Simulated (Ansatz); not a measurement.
This geometry of GaH7O2Si (11 atoms, charge 0, multiplicity 1) is a first-order saddle point.

Method: RKS r2SCAN/def2-SVP in Ansatz 0.2.0.

```xyz
11
Properties=species:S:1:pos:R:3
Ga 0.133 0.148 0.087
O -0.693 -0.611 1.666
H -1.626 -0.853 1.589
H 1.629 -0.264 -0.007
H -0.913 0.432 -1.032
O -0.019 1.596 1.503
Si 0.919 2.774 2.243
H 1.912 2.160 3.173
H 1.631 3.530 1.175
H 0.038 3.699 3.013
H -0.483 0.661 1.961
```

Task: Which two structures does it join? (They come from a converged band through this point; their orientation in space is the band's.)

Result: Bonds broken: O6–H11. Bonds formed: O2–H11.

Image 0:

```xyz
11
Properties=species:S:1:pos:R:3
Ga 0.059 0.035 0.184
O -0.854 -0.623 1.670
H -1.757 -0.923 1.499
H 1.588 -0.267 0.243
H -0.833 0.330 -1.063
O -0.104 1.722 1.477
Si 1.022 2.766 2.194
H 2.117 1.997 2.851
H 1.557 3.605 1.089
H 0.321 3.607 3.206
H -0.587 1.023 2.021
```

Image 6:

```xyz
11
Properties=species:S:1:pos:R:3
Ga 0.255 0.261 0.241
O -1.036 -0.648 1.654
H -1.965 -0.672 1.381
H 1.552 -0.601 0.257
H -0.720 0.546 -0.946
O 0.200 1.575 1.549
Si 1.085 2.846 2.116
H 2.365 2.401 2.758
H 1.440 3.810 1.023
H 0.286 3.582 3.145
H -0.932 0.172 2.192
```

Task: How far does it lie above each of them?

Result: 4.0 kJ/mol above the first and 31.8 kJ/mol above the second. This is the barrier of this one path; another mechanism may lie lower. The orbitals stay closed-shell, which can raise the energy where a bond breaks towards radicals; this wasn't checked here.

Time of the run: 5.7 min on 4 threads of Arm Neoverse V1, with other jobs on the host, peak memory 0.19 GiB.
